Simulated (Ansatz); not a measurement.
The cluster Al3Ga. The state is a singlet with charge 0. Geometry PBE0-D4/def2-SVPD, that of the charge -1 doublet.

```xyz
4

Al   -1.190   -0.232   -0.990
Al    0.357   -1.971    0.048
Al    1.187    0.248    0.990
Ga   -0.353    1.955   -0.048
```

A triplet lies near this restricted singlet, and broken spin symmetry wasn't tried. At PBE-D4/def2-TZVPD, r2SCAN-D4/def2-TZVPD an occupied level lies above an empty one. At PBE0-D4/def2-TZVPD a triplet of charge 0 lies 0.35 eV below the restricted singlet at the same geometry. The structure comes from a short search, and lower isomers may exist.

(1) Estimate the orbital energies around the gap (eV) in Ansatz with PBE-D4/def2-TZVPD, r2SCAN-D4/def2-TZVPD, PBE0-D4/def2-TZVPD.

## Answers

(1) 
| orbital | PBE-D4/def2-TZVPD | r2SCAN-D4/def2-TZVPD | PBE0-D4/def2-TZVPD |
| --- | --- | --- | --- |
| HOMO−5 | -11.06 | -11.53 | -12.52 |
| HOMO−4 | -8.63 | -8.93 | -9.76 |
| HOMO−3 | -7.66 | -7.91 | -8.67 |
| HOMO−2 | -5.52 | -5.57 | -6.08 |
| HOMO−1 | -4.45 | -4.63 | -5.04 |
| HOMO | -4.34 | -4.50 | -5.04 |
| LUMO | -4.43 | -4.51 | -3.81 |
| LUMO+1 | -2.98 | -2.94 | -2.40 |
| LUMO+2 | -2.42 | -2.36 | -1.82 |
| LUMO+3 | -2.15 | -2.07 | -1.54 |
| LUMO+4 | -1.93 | -1.80 | -1.28 |
| LUMO+5 | -0.39 | -0.04 | 0.12 |
